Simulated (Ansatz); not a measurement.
Geometry optimisation, RKS PBE-D4/def2-SVP in Ansatz.

The input (input.yaml):

```yaml
crystal:
  periodic: [false, false, false]
  atoms:
    - { symbol: Hf, position_ang: [-0.129119, -0.012137, -0.148494] }
    - { symbol: F, position_ang: [-0.073112, -0.017464, 1.811558] }
    - { symbol: Cl, position_ang: [1.99008, 0.387371, -1.103489] }
    - { symbol: O, position_ang: [-1.227792, 1.456596, -0.632607] }
    - { symbol: H, position_ang: [-1.808191, 2.159872, -0.95242] }
    - { symbol: Cl, position_ang: [-1.164313, -1.941117, -1.023897] }
    - { symbol: Cl, position_ang: [1.778273, -2.600803, 1.715789] }
    - { symbol: H, position_ang: [1.108474, -1.670718, 2.408061] }
basis:
  gaussian: { orbitals: def2-SVP }
hamiltonian:
  xc: pbe
  dispersion: d4
relax:
  f_tol: 0.03
  max_steps: 50
```

Command:

```bash
$ ansatz run input.yaml --threads 4 --pin off --max-ram 5120MiB --backend cpu --events-out ev --progress --plain --runs-dir out
```

Task: Where does it end, and by what steps?

Result: The run converged. After 9 steps the energy has fallen by 0.080 eV; Cl7 moved furthest, 0.51 Å. Joined: Hf1–Cl7 (3.72 → 3.06 Å).

```json
{"step": "0", "energy less start (eV)": "0.0000", "largest force component (eV/Å)": "0.718", "accepted": "yes"}
{"step": "1", "energy less start (eV)": "-0.0366", "largest force component (eV/Å)": "0.349", "accepted": "yes"}
{"step": "2", "energy less start (eV)": "-0.0584", "largest force component (eV/Å)": "0.374", "accepted": "yes"}
{"step": "3", "energy less start (eV)": "-0.0651", "largest force component (eV/Å)": "0.377", "accepted": "yes"}
{"step": "4", "energy less start (eV)": "-0.0766", "largest force component (eV/Å)": "0.163", "accepted": "yes"}
{"step": "5", "energy less start (eV)": "-0.0781", "largest force component (eV/Å)": "0.134", "accepted": "yes"}
{"step": "6", "energy less start (eV)": "-0.0792", "largest force component (eV/Å)": "0.067", "accepted": "yes"}
{"step": "7", "energy less start (eV)": "-0.0799", "largest force component (eV/Å)": "0.041", "accepted": "yes"}
{"step": "8", "energy less start (eV)": "-0.0800", "largest force component (eV/Å)": "0.060", "accepted": "yes"}
{"step": "9", "energy less start (eV)": "-0.0801", "largest force component (eV/Å)": "0.006", "accepted": "yes"}
```

```xyz
8
Properties=species:S:1:pos:R:3
Hf -0.061 -0.125 -0.040
F -0.137 0.036 1.895
Cl 2.030 0.378 -1.036
O -1.148 1.332 -0.581
H -1.689 2.052 -0.931
Cl -1.185 -1.994 -0.967
Cl 1.573 -2.300 1.365
H 1.091 -1.617 2.370
```

Whether the end is a true minimum wasn't checked by a vibrational analysis.

Time of the run: 21 s on 4 threads of Arm Neoverse V2, on a shared host, peak memory 0.19 GiB.
